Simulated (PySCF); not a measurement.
Isomers of C3H8Si. All species are isolated molecules in the gas phase. One relaxed conformer stands for each flexible species; it need not be the lowest. Strings in code marks are SMILES.

Calculation: PBE0-D3(BJ)/def2-TZVP (PySCF 2.14.0). All candidates: neutral, multiplicity 1. 

```
Quantity          Value
-------------  --------
HOMO–LUMO gap   7.53 eV
HOMO           -6.65 eV
dipole moment    0.84 D
```

### Question
Which member has these values?
A. `C[SiH]1CC1`
B. `C=C(C)[SiH3]`
C. `[SiH3]C1CC1`
D. `C/C=[SiH]/C`

### Answer
A, `C[SiH]1CC1`. The others give `C=C(C)[SiH3]`: 7.39 eV, -7.60 eV, 0.80 D; `C/C=[SiH]/C`: 5.30 eV, -5.80 eV, 1.22 D; `[SiH3]C1CC1`: 9.19 eV, -8.31 eV, 0.98 D
